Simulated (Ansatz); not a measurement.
## Four-centre ligand exchange

Start structure (SiNH5BrF, singlet), relaxed at PBE0-D4/def2-TZVP:

Si1  (-1.057, -0.261, -0.036)
F2  (-0.378, -0.227, -1.506)
H3  (-1.956, -1.434, -0.046)
H4  (-1.747, 1.039, 0.095)
N5  (0.059, -0.436, 1.223)
H6  (1.437, 0.763, -1.569)
Br7  (2.528, 1.569, -1.125)
H8  (0.449, -1.332, 1.463)
H9  (0.664, 0.320, 1.501)
(Å)

The step: SiNH₄F ([NH2][SiH2][F]) + HBr → SiNH₄Br ([NH2][SiH2][Br]) + HF; bonds formed: Si1–Br7, F2–H6; bonds broken: Si1–F2, H6–Br7. Program: Ansatz 0.2.0. Basis: def2-TZVPP and def2-QZVPP. Cores are frozen in the correlated methods. Filled d shells of the heavier atoms are correlated. The def2 sets are not built for correlating such inner shells, so the correlated values are less sure here. Extrapolation: Hartree–Fock as exp(−7.88 √X), correlation as X^−2.97. Energies below are by CCSD(T) at an estimated basis limit (MP2 extrapolated from triple and quadruple zeta, plus CCSD(T) − MP2 in triple zeta).

Question: What are the electronic barrier and the energy of the step, from the start structure to the end structure? (Judge from chemistry; the value comes from the calculation.)

Answer: Computed: Barrier 1.612 eV; step energy 0.376 eV (uphill); reverse barrier, their difference, 1.235 eV. Barrier and step energy count from the start structure, the reverse barrier from the end structure.

The saddle point: One imaginary mode of 419i cm⁻¹.
```tsv
pair	start (Å)	saddle (Å)	end (Å)
Si1–Br7	4.17	2.71	2.28
F2–H6	2.07	1.11	0.93
Si1–F2	1.62	1.89	3.43
H6–Br7	1.43	1.71	2.36
```

Zero-point energy (harmonic, PBE0-D4): ZPE is 1.464 eV at the start and 1.460 eV at the saddle, so the barrier goes from 1.612 to 1.608 eV.

No T1 diagnostic of these runs exceeds 0.010.

Labels in which every atom is bracketed show which atoms are joined, not bond orders.

For scale, one of the runs: CCSD(T)/def2-TZVPP, 222 basis functions, launched by `ansatz run in.yaml --threads 4 --pin off --events-out ev --progress --plain --max-ram 9574MiB`. Hardware: 4 CPU threads of an Arm Neoverse V1, shared host. Wall time 2 min; peak host memory 3.6 GiB.
